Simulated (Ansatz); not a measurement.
Reaction (isomerisation): `C=C1CB1C` → `BC(C)=C=C`

Gas-phase electronic energies from Ansatz, PBE0-D4/def2-TZVP geometries. CCSD(T)/CBS is the MP2 limit (def2-TZVPP, def2-QZVPP) plus CCSD(T) − MP2 in def2-TZVPP, frozen cores.

```
    species  CCSD(T)/CBS(def2) energy (Eh)
 `C=C1CB1C`                     -181.14178
`BC(C)=C=C`                     -181.14265
```

Question: Work out ΔE.

Answer: ΔE = (-181.14265) − (-181.14178) = -0.00087 Eh = -0.02 eV.

Largest T1 diagnostic among the species: 0.012.

From PBE to PBE0 (25 % exact exchange), in def2-TZVPP and without D4, ΔE moves by +0.03 eV. In def2-TZVPP, CCSD(T) changes the Hartree–Fock value by +0.19 eV (the triples alone add −0.00 eV) and MP2 by +0.24 eV.
